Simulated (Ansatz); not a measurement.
Coupled-cluster run, C2H8ClNO2Zr, SMILES `C[O][Zr]([NH2])([Cl])[O]C`.

```yaml
crystal:
  periodic: [false, false, false]
  atoms:
    - {symbol: C, position_ang: [-0.914855, -2.678111, -0.590588]}
    - {symbol: O, position_ang: [-0.381988, -1.402307, -0.734654]}
    - {symbol: Zr, position_ang: [0.158477, 0.426181, -0.783848]}
    - {symbol: N, position_ang: [2.151682, 0.453392, -1.170881]}
    - {symbol: Cl, position_ang: [-1.060189, 1.529076, -2.524424]}
    - {symbol: O, position_ang: [-0.115081, 1.384054, 0.842611]}
    - {symbol: C, position_ang: [-0.459395, 1.989279, 2.045677]}
    - {symbol: H, position_ang: [-1.677636, -2.860097, -1.354259]}
    - {symbol: H, position_ang: [-1.374901, -2.798343, 0.395676]}
    - {symbol: H, position_ang: [-0.128674, -3.432169, -0.699353]}
    - {symbol: H, position_ang: [2.798474, 1.172681, -0.878084]}
    - {symbol: H, position_ang: [2.662545, -0.256115, -1.677884]}
    - {symbol: H, position_ang: [-1.005284, 2.919794, 1.860210]}
    - {symbol: H, position_ang: [0.440248, 2.224073, 2.623825]}
    - {symbol: H, position_ang: [-1.093432, 1.328591, 2.645996]}
basis:
  gaussian: {orbitals: def2-SVP}
correlation: {method: ccsd_t}
```

```sh
$ ansatz run in.yaml --threads 2 --pin off --events-out ev --progress --plain --max-ram 32768MiB --backend cuda --devices 0, --max-vram 18GiB
```

Log, shortened:

```
Functional definition: HF
1594 factors; integrals over basis functions are off by at most 1.5e-3 eV
mean field evaluation 1: about -21503.1342 eV, gradient 5.7e1 eV
mean field evaluation 2: about -21503.3133 eV, gradient 5.7e1 eV
mean field evaluation 4: about -21510.0132 eV, gradient 4.5e0 eV
mean field evaluation 8: about -21510.0950 eV, gradient 1.2e-1 eV
mean field -21510.09509132 eV, -790.4814145401 hartree, gradient 2.2e-6 eV, S^2 0.000000; 0 other end points of the search recorded, 0 dependent functions left out
10 core orbitals not correlated: weight in the atoms' cores, before any rotation towards them, 1.000 or more for the frozen orbitals, at most 0.000 for the correlated occupied ones
reference -21510.09509132 eV, -790.4814145401 hartree; 26, 26 occupied and 123, 123 virtual orbitals, 1594 factors
second order -32.85291207 eV of doubles, -0.00000000 eV of singles
cycle   1  -33.15764315 eV  change   -3.0e-1 eV  update   1.7e-1
cycle   2  -34.00681571 eV  change   -8.5e-1 eV  update   6.3e-2
cycle   3  -34.30237677 eV  change   -3.0e-1 eV  update   3.3e-2
cycle   4  -34.30235583 eV  change    2.1e-5 eV  update   9.1e-3
cycle   5  -34.29208022 eV  change    1.0e-2 eV  update   3.6e-3
cycle   6  -34.29248126 eV  change   -4.0e-4 eV  update   1.2e-3
cycle   7  -34.29212994 eV  change    3.5e-4 eV  update   4.2e-4
cycle   8  -34.29197716 eV  change    1.5e-4 eV  update   1.4e-4
cycle   9  -34.29207100 eV  change   -9.4e-5 eV  update   5.0e-5
cycle  10  -34.29207184 eV  change   -8.4e-7 eV  update   2.1e-5
perturbative correction -1.03813537 eV, -0.0381507712 hartree
Total energy: -21545.42529854 eV, -791.7797757074 hartree
```

It took 11 s on 2 threads of an AMD EPYC 7R13 on a shared host and a share of an NVIDIA H100 80 GB, with 0.77 GiB of host memory at the peak.

The correlation energy is -35.330 eV, 2.9 % of it from (T); the T1 diagnostic reads 0.0165.
